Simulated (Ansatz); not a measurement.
C$_{6}$H$_{5}$F$_{3}$Zr, SMILES `[F][Zr]([F])([F])[c]1ccccc1`, 15 atoms. The species carries charge 0 and has multiplicity 1. Correlated methods include outer-core shells of Zr, which these sets cover unevenly. Zr takes the def2 core potential. Hardware: A = 4 threads of an AMD EPYC 7R13 on a shared host and a share of an NVIDIA H100 80 GB; B = 4 threads of an AMD EPYC 7R13 on a shared host. Correlated methods freeze the cores. Open-shell runs search over several starts.

Task: How many basis functions does each run have, and how long does it take in Ansatz? direct RPA on PBE orbitals/def2-TZVPP energy [A]; UKS ωB97M-V/def2-TZVPP energy of the cation [A]; RKS PBE0-D4/def2-QZVPP energy [A]; UKS PBE-D4/def2-TZVPP energy of the cation [A]; RKS CAM-B3LYP-D4/def2-TZVPP energy [A]; RKS BLYP-D4/def2-TZVPP energy [A]; RKS PBE0-D4/def2-SVP energy [B]; RKS PBE-D4/def2-TZVPP energy and forces [A]; UKS B3LYP-D4/def2-TZVPP energy of the cation [A]; RKS PBE0-D4/def2-TZVP frequencies [A]; RKS B2PLYP (frozen core)/def2-TZVPP energy [A]; RKS ωB97M-V/def2-SVP energy [B]. (Best estimate.)

Result: Ansatz gave: Other jobs shared the machine, so times are rough.

| level | job | functions | wall time | peak host memory (GiB) |
| --- | --- | --- | --- | --- |
| RKS BLYP-D4/def2-TZVPP | energy [A] | 405 | 3.3 s | 0.92 |
| RKS PBE0-D4/def2-SVP | energy [B] | 182 | 3.4 s | 0.72 |
| RKS PBE-D4/def2-TZVPP | energy and forces [A] | 405 | 4.1 s | 0.93 |
| RKS PBE0-D4/def2-QZVPP | energy [A] | 744 | 4.2 s | 1.3 |
| RKS CAM-B3LYP-D4/def2-TZVPP | energy [A] | 405 | 4.8 s | 0.93 |
| RKS B2PLYP (frozen core)/def2-TZVPP | energy [A] | 405 | 6.5 s | 1.9 |
| direct RPA on PBE orbitals/def2-TZVPP | energy [A] | 405 | 10 s | 2 |
| RKS ωB97M-V/def2-SVP | energy [B] | 182 | 11 s | 0.95 |
| UKS B3LYP-D4/def2-TZVPP | energy of the cation [A] | 405 | 21 s | 1.1 |
| UKS PBE-D4/def2-TZVPP | energy of the cation [A] | 405 | 26 s | 1.1 |
| UKS ωB97M-V/def2-TZVPP | energy of the cation [A] | 405 | 42 s | 1.4 |
| RKS PBE0-D4/def2-TZVP | frequencies [A] | 349 | 2.6 min | 1 |

B3LYP here is the variant with VWN-RPA as its local correlation; programs differ in this.
